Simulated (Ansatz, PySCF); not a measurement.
Al(F)(Et)(NH2) (C2H7AlFN), SMILES C[CH2][Al]([NH2])[F]. Atoms are numbered in the order given.

```xyz
12

Al     0.1749     0.2320     0.4926
F      0.9208     0.1526     1.9884
C      0.0202    -1.3597    -0.6265
C     -0.6821    -1.1402    -1.9766
H     -0.5043    -2.1378    -0.0413
H      1.0365    -1.7672    -0.7824
H     -0.1531    -0.3971    -2.5967
H     -1.7136    -0.7720    -1.8458
H     -0.7447    -2.0683    -2.5700
N     -0.4489     1.8126     0.0029
H     -0.3902     2.6646     0.5524
H     -0.9211     1.9994    -0.8764
```

Coordinates come from a B3LYP-D3(BJ)/def2-SVP optimisation. The structure was generated by enumeration; whether it is a known compound was not checked. Other conformers were not sampled.

Two levels are set side by side: PBE-D3(BJ)/def2-SVP (Ansatz, a first-principles code) and B3LYP-D3(BJ)/def2-SVP (Ansatz). Each level has its own optimised geometry; the coordinates shown are those of the second. Frequencies come from the Hessian of PySCF at each geometry. Differences are taken from unrounded values.

| quantity | B3LYP-D3(BJ) | PBE-D3(BJ) | PBE-D3(BJ) minus B3LYP-D3(BJ) |
|---|---|---|---|
| mean bond length (Å) | 1.317 | 1.324 | 0.007 |
| bond Al1–F2 (Å) | 1.673 | 1.686 | 0.012 |
| bond Al1–C3 (Å) | 1.952 | 1.960 | 0.008 |
| bond Al1–N10 (Å) | 1.768 | 1.779 | 0.010 |
| bond C3–C4 (Å) | 1.538 | 1.538 | 0.000 |
| bond C3–H5 (Å) | 1.106 | 1.113 | 0.007 |
| bond C3–H6 (Å) | 1.106 | 1.113 | 0.007 |
| bond C4–H7 (Å) | 1.103 | 1.110 | 0.007 |
| bond C4–H8 (Å) | 1.103 | 1.110 | 0.007 |
| bond C4–H9 (Å) | 1.103 | 1.111 | 0.008 |
| bond N10–H11 (Å) | 1.016 | 1.022 | 0.007 |
| bond N10–H12 (Å) | 1.015 | 1.022 | 0.007 |
| highest harmonic wavenumber (cm⁻¹) | 3660 | 3597 | -62 |
| mean harmonic wavenumber (cm⁻¹) | 1353 | 1320 | -33 |
| zero-point energy (kcal/mol) | 58.03 | 56.60 | -1.43 |

GGA bonds tend to be longer and softer than those of functionals with exact exchange. Differences between two approximate levels are no errors against the true value.
